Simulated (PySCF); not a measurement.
## Successive ionisation energies of holmium

Calculated with PySCF 2.14, two-component X2C-1e (Gaussian nucleus, no Breit or QED terms), each ion in its own even-tempered basis; GMP2 freezes the deep shells of the larger ions and drops the highest virtual spinors; eV.

```tsv
ion	configuration	GHF (spin-free)	GHF (screened spin-orbit)	GMP2 (screened spin-orbit)	NIST	kind
Ho⁴⁹⁺	[Ar]	4537.6	4471.8	4472.7	4469 ± 4	theoretical
Ho⁵⁰⁺	[Ne] 3s2 3p5	4641.4	4578.4	4579.5	4576 ± 4	theoretical
Ho⁵¹⁺	[Ne] 3s2 3p4	4746.1	4695.9	4696.2	4693 ± 4	theoretical
Ho⁵²⁺	[Ne] 3s2 3p3	4887.0	4804.8	4805.2	4802 ± 4	theoretical
Ho⁵³⁺	[Ne] 3s2 3p2	4993.4	5139.7	5141.5	5135 ± 5	theoretical
Ho⁵⁴⁺	[Ne] 3s2 3p1	5101.2	5263.5	5263.6	5258 ± 5	theoretical
Ho⁵⁵⁺	[Ne] 3s2	5497.8	5497.4	5501.1	5494 ± 5	theoretical
Ho⁵⁶⁺	[Ne] 3s1	5615.1	5614.7	5615.5	5611 ± 5	theoretical
Ho⁵⁷⁺	[Ne]	12771.4	12508.1	12509.7	12495 ± 6	theoretical
Ho⁵⁸⁺	[He] 2s2 2p5	13061.5	12803.0	12804.6	12790 ± 6	theoretical
Ho⁵⁹⁺	[He] 2s2 2p4	13354.2	13126.3	13126.4	13116 ± 7	theoretical
Ho⁶⁰⁺	[He] 2s2 2p3	13745.2	13428.3	13428.3	13417 ± 10	theoretical
```

Question: Where is the largest relative jump?

Answer: From Ho⁵⁶⁺ to Ho⁵⁷⁺: 5615.5 to 12509.7 eV, where the electron removed from [Ne] comes from a deeper shell or subshell.
